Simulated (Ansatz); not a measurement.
Two members of one family (Series Ta(S)X3), computed with Ansatz in the gas phase; def2 core potentials for Ta, no spin–orbit coupling. The two geometries come from different levels. Binding counts from free atoms in the multiplicity of their measured ground term, without zero-point energy. Names give formal oxidation states. A dash marks a value that wasn't run or was left out as unsound. The structures are stationary points that may keep the symmetry of their start.

First: TaSF3 (singlet, charge 0, PBE0-D4/def2-SVP geometry).

```csv
atom,x (Å),y (Å),z (Å)
Ta1,0.040,-0.072,-0.043
S2,-0.902,1.588,0.943
F3,-0.486,-0.034,-1.833
F4,-0.539,-1.630,0.804
F5,1.886,0.148,0.129
```

| level | HOMO (eV) | LUMO (eV) | gap (eV) | vertical IE (eV) | vertical triplet (eV) | binding per atom (eV) |
| --- | --- | --- | --- | --- | --- | --- |
| LDA (SPW92)/def2-TZVP | -7.35 | -3.24 | 4.11 | – | – | 5.93 |
| PBE-D4/def2-TZVP | -7.14 | -2.97 | 4.17 | 10.46 | 4.08 | 5.27 |
| r2SCAN-D4/def2-TZVP | -7.45 | -2.89 | 4.56 | 10.53 | 3.97 | 5.12 |
| PBE0-D4/def2-SVP | -8.42 | -2.25 | 6.17 | – | – | 4.98 |
| BHLYP-D4/def2-TZVP | -9.42 | -1.27 | 8.15 | – | – | 4.60 |

Metal–donor distances: 1 × S 2.15 Å, 3 × F 1.87 Å.

Second: TaS(OH)3 (singlet, charge 0, PBE-D4/def2-SVP geometry).

```xyz
8

Ta   -0.0204    0.0195   -0.0240
S    -1.2189    1.1594   -1.4594
O    -0.0410   -1.8318   -0.4986
H    -0.4670   -2.3187   -1.2242
O    -0.7477    0.2303    1.7303
H    -1.5099    0.7276    2.0693
O     1.7810    0.6563   -0.0430
H     2.2239    1.3573   -0.5504
```

Question: What does the change do? Estimate second minus first.

Answer: 
| level | Δ HOMO (eV) | Δ LUMO (eV) | Δ gap (eV) | Δ vertical IE (eV) | Δ vertical triplet (eV) | Δ binding per atom (eV) |
| --- | --- | --- | --- | --- | --- | --- |
| LDA (SPW92)/def2-TZVP | 0.82 | 1.09 | 0.27 | – | – | -0.64 |
| PBE-D4/def2-TZVP | 0.78 | 1.01 | 0.23 | -0.94 | 0.10 | -0.60 |
| r2SCAN-D4/def2-TZVP | 0.81 | 1.05 | 0.24 | -0.96 | 0.14 | -0.57 |
| PBE0-D4/def2-SVP | 0.87 | 1.18 | 0.32 | – | – | -0.54 |
| BHLYP-D4/def2-TZVP | 0.91 | 1.04 | 0.13 | – | – | -0.41 |

Metal–donor distances: 1 × S 2.19 Å, 3 × O 1.91 Å.
